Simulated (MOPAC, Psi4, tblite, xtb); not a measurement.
Dimer HF ··· BF3 (SMILES F and FB(F)F) at R = 4.20 Å between the centres of mass, closest contact 2.67 Å (a random orientation, not optimised). Geometry in Å and degrees:

```
F
B 1 1.3157
F 2 1.3155 1 119.97
F 2 1.3158 3 119.98 1 -179.79
H 1 2.6681 2 125.44 3 -1.45
F 5 0.9245 1 112.17 2 163.11
```

Computed with: GFN2-xTB (tblite); SAPT0/jun-cc-pVDZ, frozen core (Psi4); PBE0/def2-TZVP, counterpoise-corrected (Psi4); PBE0-D3(BJ)/def2-TZVP, counterpoise-corrected (Psi4); PBE/def2-TZVP, counterpoise-corrected (Psi4); PBE-D3(BJ)/def2-TZVP, counterpoise-corrected (Psi4); HF/aug-cc-pVDZ, counterpoise-corrected (Psi4); MP2/aug-cc-pVDZ = Psi4 1.11 with DF-MP2/aug-cc-pVDZ, frozen core, counterpoise-corrected; SCS-MP2/aug-cc-pVDZ = DF-SCS-MP2/aug-cc-pVDZ, frozen core, counterpoise-corrected (Psi4); PM7, restricted, heats of formation (MOPAC); AM1, restricted, heats of formation (MOPAC); GFN1-xTB (xtb).

Task: What interaction energy does each level give?

Result: 
| method | E_int / kcal/mol |
|---|---|
| GFN2-xTB | -0.94 |
| GFN1-xTB | -0.72 |
| PBE-D3(BJ)/def2-TZVP | -0.63 |
| PBE0-D3(BJ)/def2-TZVP | -0.53 |
| PBE/def2-TZVP | -0.39 |
| AM1 | -0.36 |
| PM7 | -0.34 |
| MP2/aug-cc-pVDZ | -0.31 |
| PBE0/def2-TZVP | -0.30 |
| SCS-MP2/aug-cc-pVDZ | -0.23 |
| SAPT0/jun-cc-pVDZ | -0.17 |
| HF/aug-cc-pVDZ | -0.04 |
